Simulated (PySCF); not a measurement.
These are B3LYP-D3(BJ)/def2-TZVP // TPSS-D3(BJ)/def2-SVP run with PySCF values and carry that method's errors. Gas-phase values, no solvent. One relaxed conformer stands for a flexible species; it need not be the lowest. B3LYP has the VWN-RPA correlation part, as in Gaussian. 

Reference species: [Mo(OH)4(NH2)2] (neutral, multiplicity 1).

coordination number: 6
HOMO: -7.29 eV
charge on the central atom (Mulliken): 1.65 e

After one change: the coordination number stays essentially unchanged; the HOMO rises by 0.93 eV; the charge on the central atom (Mulliken) increases by 0.13 e.

Q: Name the change that produced these shifts. The new species is one of these.
(A) [Mo(OH)3(NH2)3]
(B) [Mo(OH)5(NH2)]
(C) [Mo(OH)2(NH2)4]
(D) [Mo(NH2)6]

A: C, [Mo(OH)2(NH2)4]
